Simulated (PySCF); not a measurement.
SMILES O=S(=O)(O)[OH2+] (charge +1), CAM-B3LYP/def2-SVP optimised geometry.

```
8

O     -1.03    -1.35     1.30
S     -0.55    -1.06     0.00
O     -1.14    -1.29    -1.27
O      1.00    -1.06     0.00
O     -0.68     0.90     0.00
H      1.40    -1.03    -0.90
H     -1.40     1.28    -0.55
H     -0.65     1.35     0.87
```

Density from CAM-B3LYP/def2-TZVP in PySCF at that geometry.

Minimum of the electron density along straight lines between bonded atoms, close to the bond critical point (lines longer than 1.1 times the sum of covalent radii, or with two minima, are not listed):

```json
[
 {"bond": "O1–S2", "length / Å": "1.414", "ρ at the minimum / e bohr⁻³": "0.327", "∇²ρ there / e bohr⁻⁵": "1.05", "position (fraction from the first atom)": "0.60"},
 {"bond": "S2–O3", "length / Å": "1.420", "ρ at the minimum / e bohr⁻³": "0.323", "∇²ρ there / e bohr⁻⁵": "1.04", "position (fraction from the first atom)": "0.40"},
 {"bond": "S2–O4", "length / Å": "1.548", "ρ at the minimum / e bohr⁻³": "?", "∇²ρ there / e bohr⁻⁵": "?", "position (fraction from the first atom)": "0.40"},
 {"bond": "O4–H6", "length / Å": "0.983", "ρ at the minimum / e bohr⁻³": "0.325", "∇²ρ there / e bohr⁻⁵": "-2.31", "position (fraction from the first atom)": "0.82"},
 {"bond": "O5–H7", "length / Å": "0.980", "ρ at the minimum / e bohr⁻³": "0.332", "∇²ρ there / e bohr⁻⁵": "-2.36", "position (fraction from the first atom)": "0.82"},
 {"bond": "O5–H8", "length / Å": "0.980", "ρ at the minimum / e bohr⁻³": "0.332", "∇²ρ there / e bohr⁻⁵": "-2.36", "position (fraction from the first atom)": "0.82"}
]
```

Question: Some entries are withheld; supply them.

Answer: 
- S2–O4, ρ at the minimum / e bohr⁻³: 0.257
- S2–O4, ∇²ρ there / e bohr⁻⁵: 0.10
